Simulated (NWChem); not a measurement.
## Correlation energy of Mg

```
Mg
```
Charge 0, spin multiplicity 1.

The numbers come from NWChem runs, not from measurements.

Basis set: def2-QZVP. Each correlation energy counts from its own Hartree-Fock reference.

| method | correlation energy (mHa) |
|---|---|
| MP2 | -23.6 |
| SCS-MP2 | -28.3 |
| CCSD | -33.8 |
| CR-CCSD[T] | -33.8 |
| CR-CCSD(T) | -33.8 |
| CCSDT | -33.8 |

The values span 10.2 mHa, from CCSD (lowest) to MP2 (highest). 

The correlated methods keep 5 core orbitals frozen. No row is a measurement; the coupled-cluster row has its own basis-set and correlation limits.
